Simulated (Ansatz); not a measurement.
## Which method gave which barrier?

Saddle point of Si2N2H8, singlet (Si₂N₂H₈ ([NH2][SiH]([NH2])[SiH3]) → Si₂NH₅ ([NH][SiH][SiH3]) + NH₃ (still joined by a long Si–N bond); bonds formed: N2–H4; bonds broken: N3–H4; bonds weakened to dative contacts: Si1–N2), PBE0-D4/def2-TZVP structure:

```
12
angstrom
Si -0.3145 0.3360 -0.5741
N 0.9120 1.3431 0.4175
N 0.9254 0.2023 -1.6553
H 1.4883 1.0288 -0.5723
H -1.4765 1.2661 -0.7669
Si -1.0339 -1.4758 0.7470
H 0.7375 2.3335 0.5386
H 1.2936 0.9497 1.2690
H 1.0227 -0.2950 -2.5226
H -2.0212 -1.0767 1.7919
H 0.1353 -2.0952 1.4353
H -1.6688 -2.5164 -0.1082
```

Program: Ansatz 0.2.0. Basis: def2-TZVPP, with def2-QZVPP for the basis limit. Cores are frozen in the correlated methods. B3LYP uses VWN-RPA correlation. Extrapolation: Hartree–Fock as exp(−7.88 √X), correlation as X^−2.97. Four methods, as single points on the PBE0-D4 structures, gave these electronic barriers from the start structure: 47.73, 51.34, 56.67, 65.21 kcal/mol.

**Question.** The methods were, in alphabetical order, B3LYP-D4, BHLYP-D4, BLYP-D4, HF. Which gave which? (Judge from chemistry; the calculation decides.)

**Answer.** The calculation gives: BLYP-D4 47.73; B3LYP-D4 51.34; BHLYP-D4 56.67; HF 65.21 kcal/mol. For comparison, CCSD(T) at an estimated basis limit (MP2 extrapolated from triple and quadruple zeta, plus CCSD(T) − MP2 in triple zeta) gives 51.86 kcal/mol.

No T1 diagnostic of these runs exceeds 0.017.

Labels in which every atom is bracketed show which atoms are joined, not bond orders.

For scale, one of the runs: CCSD(T)/def2-TZVPP, 258 basis functions, launched by `ansatz run in.yaml --threads 4 --pin off --events-out ev --progress --plain --max-ram 9574MiB`. Time: 2 min of wall clock on 4 CPU threads of an Arm Neoverse V2; the host was shared. Peak host memory: 5.6 GiB.
